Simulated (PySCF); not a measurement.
Al(F)(OMe)2 (C₂H₆AlFO₂), SMILES [O](C)[Al]([O]C)[F].

Geometry optimised at PBE0-D3(BJ)/def2-SVP. The structure was generated by enumeration; whether it is a known compound was not checked. One conformer was computed; it need not be the lowest.

Two levels are set side by side: PBE/def2-TZVP (PySCF) and PBE0/def2-TZVP (PySCF). Same geometry, gas phase. Differences are taken from unrounded values.

| quantity | PBE0 | PBE | PBE minus PBE0 |
|---|---|---|---|
| orbital gap (eV) | 7.59 | 5.14 | -2.45 |
| highest occupied level (eV) | -8.16 | -6.62 | 1.55 |
| lowest empty level (eV) | -0.58 | -1.48 | -0.90 |
| dipole moment (D) | 1.90 | 1.84 | -0.07 |
| mean polarisability (bohr³) | 52.0 | 55.6 | 3.6 |

PBE's occupied levels lie high since its potential decays too fast outside the molecule; exact exchange lowers them and widens the gap. PBE's more diffuse valence density responds more strongly to a field. Differences between two approximate levels are no errors against the true value.

Rough cost on one machine, each run with all the roots and properties that it gave: PBE0 against PBE within a factor of 2.
